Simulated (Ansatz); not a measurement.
The cluster TaO₄H₃. The state is a triplet with charge 0. Geometry PBE-D4/def2-SVP, that of the neutral singlet; atoms count from 1.

```xyz
8

Ta    0.004   -0.029    0.037
O     0.312   -1.506    1.256
O    -0.191   -0.293    1.950
O     1.610    0.543   -0.804
O    -1.344   -0.432   -1.241
H    -0.597    1.557    0.562
H    -2.277   -0.705   -1.233
H     2.484    0.866   -0.527
```

In the def2 sets Ta takes a core potential; there is no spin–orbit coupling. The structure holds one bond between oxygen atoms, so isomers without such links may lie far lower. At PBE0-D4/def2-TZVP a singlet of charge 0 lies 3.78 eV below the triplet at the same geometry. The structure comes from a short search, and lower isomers may exist.

(1) Estimate the Mulliken populations from the PBE0/def2-TZVP orbitals of Ansatz.

(2) Where does the spin sit?

(3) And the Mayer bond orders between bonded heavy atoms (over 0.3)?

Results:

(1) 
```csv
atom,charge (e),spin (α − β),d electrons
Ta1,1.18,0.11,2.63
O2,-0.28,0.85,–
O3,-0.24,1.03,–
O4,-0.63,0.01,–
O5,-0.63,0.01,–
H6,-0.09,-0.01,–
H7,0.35,0.00,–
H8,0.35,0.00,–
```
Mulliken values and Mayer orders depend strongly on the basis.

(2) Summed by element: Ta 0.11, O 1.91, H -0.01, of 2 unpaired in all. Largest on single atoms: O3 1.03, O2 0.85, Ta1 0.11.

(3) Ta1–O2 1.15 (1.94 Å); Ta1–O3 1.05 (1.94 Å); Ta1–O4 1.13 (1.90 Å); Ta1–O5 1.13 (1.90 Å); O2–O3 0.64 (1.48 Å).
